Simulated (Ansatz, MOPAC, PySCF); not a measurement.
Noncovalent pair: C2H4 (SMILES C=C) (first 6 atoms) with C3H8 (SMILES CCC); geometry from B3LYP-D3(BJ)/def2-TZVP.
(charge 0, multiplicity 1):
| atom | x (Å) | y (Å) | z (Å) |
|---|---|---|---|
| C | 0.6473 | -0.3392 | 0.2789 |
| C | -0.5402 | 0.2366 | 0.1678 |
| H | 1.4945 | 0.1819 | 0.7076 |
| H | 0.8201 | -1.3562 | -0.0516 |
| H | -1.3892 | -0.2846 | -0.2576 |
| H | -0.7131 | 1.2534 | 0.4994 |
| C | -1.1920 | -0.5101 | 3.9632 |
| C | 0.3325 | -0.4576 | 3.9872 |
| C | 0.8734 | 0.9658 | 3.8881 |
| H | -1.5595 | -1.5346 | 4.0494 |
| H | -1.6184 | 0.0685 | 4.7868 |
| H | -1.5784 | -0.0954 | 3.0295 |
| H | 0.7258 | -1.0535 | 3.1592 |
| H | 0.7015 | -0.9246 | 4.9054 |
| H | 1.9652 | 0.9831 | 3.8958 |
| H | 0.5376 | 1.4464 | 2.9663 |
| H | 0.5246 | 1.5777 | 4.7239 |

Interaction energies are E(AB) − E(A) − E(B) at the monomers' geometry in the complex; basis-set methods are counterpoise corrected. Rows marked so take none.

Rows in 3-21G, 6-31G* carry no dispersion term and start afresh at each structure (6-31G* with six Cartesian d functions). MP2/6-31G* freezes PySCF's default core. The state reached by AM1, PM6, PM7 isn't checked; PM7 holds dispersion and hydrogen-bond terms.

The values were computed with Ansatz (a first-principles code) with Gaussian orbitals; MOPAC for AM1, PM6, PM7 (differences of heats of formation); PySCF for 3-21G rows, 6-31G* rows, the dispersion terms. Each number belongs to the level named beside it.

Other levels give for the interaction energy: PBE/def2-TZVPPD -0.10; B3LYP/def2-TZVPPD 0.88; B3LYP-D3(BJ)/def2-TZVPPD -1.47; wB97M-V/def2-TZVPPD -1.33 kcal/mol.

Common cheap choices:

```csv
level,interaction energy (kcal/mol)
AM1,0.33
PM6,-0.25
PM7,-1.49
HF/3-21G (no counterpoise),0.01
HF/6-31G* (no counterpoise),0.57
BP86/6-31G* (no counterpoise),0.47
B3LYP/6-31G* (no counterpoise),-0.05
MP2/6-31G* (no counterpoise),-1.29
```
